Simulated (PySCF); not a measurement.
An unknown is described by computed data only.

Elements present: C, F, H, O and Si. Monoisotopic mass: 130.0250 u.

* Triplet: lowest triplet excitation (Tamm–Dancoff): 2.74 eV [TDA B3LYP/def2-SVPD]
* NMR, other nuclei: isotropic shieldings of nuclei other than C and H, by class: -106 (1 O), 135 (1 F), 435 (1 Si) ppm [GIAO PBE0/pcSseg-1]
* UV, strongest line: among the 8 lowest singlet transitions: S4 at 6.05 eV (205 nm, f = 0.291) [TDDFT B3LYP/def2-SVPD]
* Rotational structure: rotational constants A, B, C: 2.452, 1.132, 0.782 GHz [GFN2-xTB]
* Dipole: 3.14 D [B3LYP/def2-SVPD]
* 13C NMR: chemical shifts (computed TMS as zero) by class: 160.9 (1 C), 154.7 (1 C), 145.2 (1 C), 138.3 (1 C), 133.1 (1 C) ppm [GIAO PBE0/pcSseg-1]
* 1H NMR: chemical shifts (computed TMS as zero) by class: 7.91 (1 H), 7.35 (1 H), 6.59 (1 H), 6.05 (1 H), 4.32 (3 H) ppm [GIAO PBE0/pcSseg-1]
* Polarisability: 96.7 au [B3LYP/def2-SVPD]

Electronic properties: PySCF, gas phase, density fitting. Levels stand in brackets. Isolated species at its GFN2-xTB geometry (one conformer only). GFN2-xTB frequencies show an imaginary mode (32i cm⁻¹), so this geometry is no minimum at that level. NMR classes are plain means over equivalent atoms (diastereotopic ones count apart unless rotation or inversion swaps them), as if these changed places fast.

**Question.** Which formula fits the mass and the elements?

**Answer.** C5H7FOSi (calculated 130.0250). No other formula that holds each of these elements comes within 0.0003 u with a fitting electron parity and a possible valence count.

**Question.** What is the compound? Reason from the data.

**Answer.** Numbering: `[CH2:1]=[CH:2]/[C:3](=[CH:4]\[SiH3:5])[C:6](=[O:7])[F:8]`. Its formula, C5H7FOSi, gives 3 degrees of unsaturation: 0 rings and 3 π bonds in the structure found. 5 carbons fall into 5 classes; from least to most shielded: acyl halide carbon [C6] (160.9 ppm), alkene CH carbon [C4] (154.7 ppm), fully substituted alkene carbon [C3] (145.2 ppm), alkene CH carbon [C2] (138.3 ppm), terminal =CH2 carbon [C1] (133.1 ppm). Hydrogen classes from least to most shielded: 1 H on an alkene CH carbon, C4 (7.91 ppm), 1 H on a terminal =CH2 carbon, C1 (7.35 ppm), 1 H on an alkene CH carbon, C2 (6.59 ppm), 1 H on a terminal =CH2 carbon, C1 (6.05 ppm), 3 H on an SiH3 silicon, Si5 (4.32 ppm). The other shieldings belong to: -106 ppm, carbonyl oxygen [O7]; 135 ppm, acyl fluorine [F8]; 435 ppm, SiH3 silicon [Si5]. By its constants the optimised geometry is an asymmetric top. Structure: `C=C/C(=C\[SiH3])C(=O)F`. Computed isomers that give other values at the same levels: `C=CC(=O)[Si@@H](F)C=C` (13C chemical shifts (computed TMS as zero) by class: 234.8 (1 C), 148.5 (1 C), 139.8 (1 C), 136.3 (1 C), 134.0 (1 C) ppm); `FC[Si@H]1C=CC=CO1` (rotational constant A: 3.880 GHz; this holds for the one conformer computed); `C#CC(=O)[C@H]([SiH3])CF` (13C chemical shifts (computed TMS as zero) by class: 188.5 (1 C), 86.7 (1 C), 85.5 (1 C), 84.8 (1 C), 52.8 (1 C) ppm). The assignments are read from this structure; whether some other isomer fits the data as well wasn't checked.

Shape of the structure used: `[CH2:1]=[CH:2]/[C:3](=[CH:4]\[SiH3:5])[C:6](=[O:7])[F:8]`: C1–C2–C3–C4 176°, C2–C3–C6–O7 2°.
